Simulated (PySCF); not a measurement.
Frontier orbitals and the lowest excitations

Species: C4H12O2Si2.
Geometry (PBE0-D3(BJ)/def2-SVP, Å), atoms numbered from 1 in this order:
```xyz
20
C4H12O2Si2 angstrom
Si     2.594   -0.206    0.432
C      1.887    1.205   -0.595
Si     0.028    1.267   -0.541
O     -0.616    0.090   -1.525
C     -1.376   -0.997   -1.049
C     -2.180   -0.648    0.195
C     -1.301   -0.176    1.343
O     -0.507    0.937    1.001
H      4.013   -0.496    0.059
H      1.800   -1.456    0.208
H      2.545    0.123    1.887
H      2.303    2.161   -0.236
H      2.191    1.091   -1.650
H     -0.476    2.600   -0.972
H     -0.707   -1.852   -0.830
H     -2.053   -1.317   -1.859
H     -2.753   -1.532    0.518
H     -2.912    0.140   -0.055
H     -1.924    0.103    2.209
H     -0.645   -1.006    1.672
```

The calculation used TDDFT B3LYP/def2-SVPD, vertical, gas phase, core orbitals frozen in the response in PySCF.

Frontier orbitals with the atoms that hold most of them (Löwdin shares over 4%, at most four atoms; ? is withheld):

```json
{"orbital": "HOMO-3", "ε (eV)": "-8.81", "atoms": "C2 26%, Si1 18%, H9 9%, Si3 8%"}
{"orbital": "HOMO-2", "ε (eV)": "-8.12", "atoms": "O8 34%, O4 30%, C6 8%, C7 8%"}
{"orbital": "HOMO-1", "ε (eV)": "-7.94", "atoms": "O8 28%, O4 28%, C7 10%, C5 10%"}
{"orbital": "HOMO", "ε (eV)": "-7.42", "atoms": "?"}
{"orbital": "LUMO", "ε (eV)": "0.16", "atoms": "?"}
{"orbital": "LUMO+1", "ε (eV)": "0.49", "atoms": "Si1 19%, C2 10%, H9 7%, H11 6%"}
{"orbital": "LUMO+2", "ε (eV)": "0.63", "atoms": "Si3 17%, Si1 14%, C2 9%, H14 8%"}
```

Which atoms hold the LUMO, and with what shares?

Si1 (bonded to C and 3 H) 21%; Si3 (bonded to C, 2 O and H) 9%; C5 (bonded to C, O and 2 H) 6%; H9 (bonded to Si) 6%. By element: silicon 30%, carbon 6% or more, hydrogen 6% or more.

Give the leading atoms of the HOMO.

O4 (bonded to C and Si) 19%; O8 (bonded to C and Si) 17%; C2 (bonded to 2 Si and 2 H) 14%; Si3 (bonded to C, 2 O and H) 12%. By element: oxygen 36%, carbon 14% or more, silicon 12% or more.

The HOMO–LUMO gap is 7.59 eV. Where does the response calculation put the lowest singlet, and from which orbitals?

S1 is at 6.77 eV (f = 0.015), 0.82 eV below the gap, made of HOMO→LUMO (97%). Without the coupling terms of the response equations the lowest excitation would equal the gap.

One configuration dominates each of S1, S3 and S4. Which, and how do the shares of the two leading atoms of either orbital change from the occupied to the empty one?

- S1 (6.77 eV, f 0.015), HOMO→LUMO (97%): O4 19% → at most 6%, O8 17% → at most 6%, Si1 at most 13% → 21%, Si3 12% → 9%
- S3 (7.15 eV, f 0.042), HOMO→LUMO+1 (76%): O4 19% → at most 7%, O8 17% → at most 7%, Si1 at most 13% → 19%, C2 14% → 10%
- S4 (7.26 eV, f 0.0020), HOMO-1→LUMO (90%): O8 28% → at most 6%, O4 28% → at most 6%, Si1 at most 10% → 21%, Si3 at most 10% → 9%

Löwdin shares depend on the basis, the more so with diffuse functions.

One conformer stands for the species.

Without π bonds the low states are Rydberg-like; a valence basis with one diffuse set may place them up to an eV too high.
